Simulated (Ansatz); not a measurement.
`C[SiH2]N(C)[SiH3]` + `[SiH3]S` → `C[SiH2]S[SiH3]` + `CN[SiH3]`  (ligand exchange at the Si–N bond)

Program: Ansatz. Geometries: PBE0-D4/def2-TZVP. ΔE: electronic, gas phase. CCSD(T)/CBS adds triple-zeta CCSD(T) − MP2 to the extrapolated MP2 energy (def2 sets, frozen cores). DFT in def2-TZVPP. One conformer a species, not always the lowest.

```
  level  ΔE (kJ/mol)
 PBE-D4        -17.8
r2SCAN0        -15.0
```

Question: What does CCSD(T)/CBS give? (Best estimate.)

Answer: The calculation gave: -9.1 kJ/mol. The listed levels differ from it by -8.7, -5.9 kJ/mol.

Largest T1 diagnostic among the species: 0.011.

At CCSD(T), def2-SVP lies +5.8 kJ/mol from the extrapolated value and def2-TZVPP +3.6 kJ/mol. From BLYP to BHLYP (50 % exact exchange), in def2-TZVPP and without D4, ΔE moves by +3.8 kJ/mol.
